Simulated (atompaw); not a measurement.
# What one change does to a pseudopotential (Sn, PAW (atompaw))

atompaw 4.2.0.5 input, output lines left out:

```
Sn 50
GGA-PBE scalarrelativistic loggrid 1500 logderivrange -10 5 376
5 5 4 0 0 0
5 1 0
0 0 0
c
c
c
c
v
c
c
v
v
c
v
2
2.25 2.25 2.25 1.50
y
-0.85
n
n
y
-1.2
n
custom rrkj vanderbiltortho besselshape
3 0.5 ultrasoft
2.25
2.25
0.95
1.90
1.50
2.25
```

All-electron outer shells of the reference configuration (PBE, scalar-relativistic, ld1.x):

```csv
shell,level (eV),outermost node (bohr),outermost maximum (bohr)
4s,-151.39,0.40,0.74
4p,-107.15,0.41,0.79
4d,-43.21,0.39,0.88
5s,-26.09,0.98,1.94
5p,-17.79,1.08,2.31
```

Change: wave 4d (bound): rc 1.50 bohr becomes 4d (bound): rc 1.88 bohr.

Cutoffs: the cutoffs (Ry, on a coarse ladder) from which the occupation-weighted sum of valence levels, in a spherical-Bessel basis at the reference potential, stays within 10 and 1 mRy of its value at 400 Ry; they do not see the model core or the augmentation charge, which bear on the density cutoff.

Problem. What does the change do?

Solution. The potential gets neither clearly harder nor softer (90 Ry and 180 Ry → 90 Ry and 180 Ry); the p channel sets the loose cutoff, while the largest relative change is in d, which becomes softer; neither file shows a bound ghost.

| quantity | base | changed |
| --- | --- | --- |
| cutoff, loose | 90 Ry | 90 Ry |
| cutoff, tight | 180 Ry | 180 Ry |
| loose cutoff by channel (10 mRy a level) | s 6 Ry, p 70 Ry, d 40 Ry | s 6 Ry, p 70 Ry, d 30 Ry |
| bound ghosts | none | none |
| s: phases at 2.26 bohr within 0.05 rad from the reference energy up to (Ry; the scan ends near 5) | to the end of the scan | to the end of the scan |
| p: phases at 2.26 bohr within 0.05 rad from the reference energy up to (Ry; the scan ends near 5) | 2.2 | 2.2 |
| d: phases at 2.26 bohr within 0.05 rad from the reference energy up to (Ry; the scan ends near 5) | 0.4 | 0.6 |
| lowest overlap eigenvalue by channel | s 0.35, p 0.53, d 0.52 | s 0.35, p 0.53, d 0.65 |

 The cutoffs see the waves, projectors and local potential, not the compensation charge or the core.
